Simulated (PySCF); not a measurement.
La²⁺: excitation energy

La²⁺ [Xe] 5d1 (2D) → La²⁺ [Xe] 4f1 (2F), as a difference of total energies. Computed with PySCF 2.14 in cc-pVDZ-X2C (8s7p5d3f1g, 84 functions), with scalar relativity by spin-free X2C-1e. Correlated levels: valence and next inner shell: [Ar] 3d10 frozen. The calculations carry no spin-orbit coupling.

```
                                method  excitation energy (eV)
                                   UHF                   1.941
    MP2 (valence and next inner shell)                   1.999
SCS-MP2 (valence and next inner shell)                   2.000
   CCSD (valence and next inner shell)                   1.983
CCSD(T) (valence and next inner shell)                   1.945
```

The basis was made for the ground configuration and has no added diffuse functions, so the excitation energy can come out too high.
